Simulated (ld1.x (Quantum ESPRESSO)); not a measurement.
# Configuration tests for Pr (TM semilocal)

praseodymium, norm-conserving Troullier–Martins (semilocal form), made with ld1.x (Quantum ESPRESSO) 7.5 (PBE, scalar-relativistic). Core [Xe], reference 4f2 5d1 6s2 6p0. Waves: 6s (bound): rc 2.70 bohr; 5d (bound): rc 3.15 bohr; 4f (bound): rc 1.60 bohr; 6p (bound, empty): rc 3.20 bohr. Local part: the p channel. Core correction: a·sin(br)/r model core inside 0.85 bohr.

Energies are relative to the spin-unpolarised reference configuration 4f2 5d1 6s2 6p0; without spin polarisation the order of configurations can differ from experiment. Not all tests gave a result: 3 of 7 tests not solved or not reliable. Left out of the table: 4f4 5d0 6s0 6p0 (solver errors, printed error -133 eV); 4f3 5d0.5 6s1.5 6p0 (solver errors, printed error +381 meV); 4f3 5d0 6s1 6p1 (solver errors, printed error -11.9 eV).

Question: Give the all-electron excitation energy and the error of the potential for: 4f3 5d0 6s2 6p0; 4f3 5d0 6s1 6p0; 4f3 5d0 6s0 6p0; 4f3 5d1 6s0 6p0.

Answer:

```
valence configuration  charge  ΔE all-electron (eV)  error AE − PS (meV)
      4f3 5d0 6s2 6p0       0                -1.139                 -551
      4f3 5d0 6s1 6p0      +1                 4.582                 -632
      4f3 5d0 6s0 6p0      +2                15.208                 -651
      4f3 5d1 6s0 6p0      +1                 5.508                 -868
```

Levels in the configuration 4f3 5d0 6s2 6p0:

```tsv
level	all-electron (eV)	pseudo (eV)
4f	-1.250	-0.370
6s	-3.462	-3.562
```

These tests converged, but a pseudo level misses the all-electron one widely, so the file describes the atom poorly there or has found another state: 4f3 5d1 6s0 6p0: 4f by 1.2 eV.
